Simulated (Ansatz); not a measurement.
Ansatz results at the PBE0-D4/def2-TZVP geometry: HOMO energy (PBE/def2-TZVPP) -5.89 eV; HOMO–LUMO gap (B3LYP/def2-TZVPP) 6.10 eV; LUMO energy (PBE0/def2-TZVPP) -0.60 eV.

Each molecule was computed in one conformer, which needn't be the lowest.

Task: Which molecule gave them?
A. `[OH][Al]([F])[Cl]`
B. `[NH2][Al]([NH2])[F]`
C. `C[NH][Al]([F])[F]`
D. `[CH3][AlH][I]`

Result: C. The others give `[CH3][AlH][I]`: -6.36, 5.63, -1.42; `[OH][Al]([F])[Cl]`: -8.05, 7.91, -1.02; `[NH2][Al]([NH2])[F]`: -5.75, 6.53, -0.09.

B3LYP here is the variant with VWN-RPA as its local correlation; programs differ in this.
